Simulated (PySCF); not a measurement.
**One molecule, many functionals**

Hexafluoroethane, C2F6.
Bonds: F1–C2, C2–F3, C2–F4, C2–C5, C5–F6, C5–F7, C5–F8.

Linear-response calculations in the def2-SVPD basis (PySCF; singlets by full response, triplets Tamm–Dancoff, core orbitals frozen in the response; HF means time-dependent Hartree–Fock). 'Strongest' is the level of largest summed f among the singlets computed (10 roots, of which the last may lack a degenerate partner); it can jump between rows when another state enters that window. S1 is the lowest singlet of each run and needn't be the same state throughout; f(S1) is that of one state. Geometry: PBE0-D3(BJ)/def2-SVP; no solvent, vibrations or thermal averaging.

```json
{"functional": "LDA", "kind": "LDA", "S1 (eV)": "10.03", "f(S1)": "0.000", "strongest (eV)": "11.07", "T1 (eV)": "9.85", "HOMO (eV)": "-9.90", "gap (eV)": "10.00", "ionisation energy, ΔSCF (eV)": "13.48"}
{"functional": "PBE", "kind": "GGA", "S1 (eV)": "9.77", "f(S1)": "0.000", "strongest (eV)": "10.75", "T1 (eV)": "9.67", "HOMO (eV)": "-9.66", "gap (eV)": "9.73", "ionisation energy, ΔSCF (eV)": "13.19"}
{"functional": "B3LYP", "kind": "global hybrid, 20% exact exchange", "S1 (eV)": "10.83", "f(S1)": "0.000", "strongest (eV)": "11.83", "T1 (eV)": "10.63", "HOMO (eV)": "-11.36", "gap (eV)": "11.77", "ionisation energy, ΔSCF (eV)": "14.05"}
{"functional": "PBE0", "kind": "global hybrid, 25% exact exchange", "S1 (eV)": "11.13", "f(S1)": "0.000", "strongest (eV)": "12.14", "T1 (eV)": "10.72", "HOMO (eV)": "-11.58", "gap (eV)": "12.32", "ionisation energy, ΔSCF (eV)": "14.05"}
{"functional": "BHandHLYP", "kind": "global hybrid, 50% exact exchange", "S1 (eV)": "12.20", "f(S1)": "0.000", "strongest (eV)": "13.23", "T1 (eV)": "11.56", "HOMO (eV)": "-13.54", "gap (eV)": "14.62", "ionisation energy, ΔSCF (eV)": "14.85"}
{"functional": "CAM-B3LYP", "kind": "range-separated hybrid", "S1 (eV)": "11.39", "f(S1)": "0.000", "strongest (eV)": "12.45", "T1 (eV)": "10.94", "HOMO (eV)": "-13.18", "gap (eV)": "14.40", "ionisation energy, ΔSCF (eV)": "14.41"}
{"functional": "wB97X-D", "kind": "range-separated hybrid", "S1 (eV)": "11.72", "f(S1)": "0.000", "strongest (eV)": "12.75", "T1 (eV)": "11.02", "HOMO (eV)": "-13.55", "gap (eV)": "15.88", "ionisation energy, ΔSCF (eV)": "14.21"}
{"functional": "LC-wPBE", "kind": "range-separated hybrid", "S1 (eV)": "11.97", "f(S1)": "0.000", "strongest (eV)": "12.98", "T1 (eV)": "11.00", "HOMO (eV)": "-14.36", "gap (eV)": "16.65", "ionisation energy, ΔSCF (eV)": "14.41"}
```

Task: What does HF (Hartree–Fock) give?

Result: S1 (eV) 14.08, f(S1) 0.058, strongest (eV) 15.11, T1 (eV) 12.77, HOMO (eV) -16.46, gap (eV) 18.95, ionisation energy, ΔSCF (eV) not settled. S1 runs from 9.77 eV (PBE) to 14.08 eV (HF), a spread of 4.30 eV, while the orbital gap spreads over 9.2 eV. Along PBE (0%), B3LYP (20%), PBE0 (25%), BHandHLYP (50%), HF (100%) S1 rises with the share of exact exchange. −ε(HOMO) comes closest to its own ΔSCF ionisation energy with LC-wPBE (-0.05 eV) and misses most with LDA (-3.58 eV). 'Not settled' means that the ion's SCF failed to converge or may have ended in another state than the lowest.
